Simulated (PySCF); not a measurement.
H₂FGa, SMILES `[F][GaH2]`, neutral singlet in the gas phase. 

Z-matrix (Å, degrees):
```
Ga
F 1 1.7701
H 1 1.5563 2 113.61
H 1 1.5563 3 132.79 2 179.77
```
Charge 0, spin multiplicity 1.

All levels are single points at this geometry (B3LYP-D3(BJ)/def2-TZVP); Pople sets use spherical d functions. Orbital energies aren't observables, and empty levels follow the basis.

```csv
level,HOMO (eV),LUMO (eV),gap (eV),dipole (D),"vertical IE, Delta-SCF (eV)"
B3LYP-D3(BJ)/def2-TZVP in PySCF,-8.80,-1.95,6.84,2.30,–
PBE-D3(BJ)/def2-TZVP in PySCF,-7.55,-2.44,5.11,2.13,–
B3LYP/LANL2DZ in PySCF,-8.87,-1.90,6.96,2.80,–
BP86/6-31G* in PySCF,-7.44,-2.41,5.03,1.93,–
M06-2X/6-31G* in PySCF,-10.14,-1.10,9.05,2.25,–
PBE/6-31G* in PySCF,-7.31,-2.32,4.99,1.92,11.09
```
